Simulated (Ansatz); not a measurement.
Molecule: GeCl4, charge 0, multiplicity 1. 
Structure (B3LYP-D3(BJ)/def2-TZVP (Ansatz, a program for electronic structure) minimum search):
SMILES: [Cl][Ge]([Cl])([Cl])[Cl]
```xyz
5

Cl    -0.9542    -1.5294    -1.1416
Ge     0.0000     0.0000     0.0000
Cl     2.0871    -0.4190     0.1462
Cl    -0.2815     1.8846    -0.9602
Cl    -0.8514     0.0638     1.9555
```

Basis-set convergence of Hartree-Fock and CCSD correlation energies (hartree) with Ansatz. Cores are frozen in the correlated levels unless marked. No spin-orbit coupling. The frozen core is the preceding noble-gas configuration, with the filled d and f shells of earlier blocks. No relativistic terms.

```csv
basis,functions,E(HF),"E(corr, CCSD)"
def2-SVP,104,-3912.70088,-0.66172
def2-TZVPP,216,…,…
```

Task: Fill in the missing entries.

Result: 
- def2-TZVPP, E(HF): -3913.60273
- def2-TZVPP, E(corr, CCSD): -0.91783
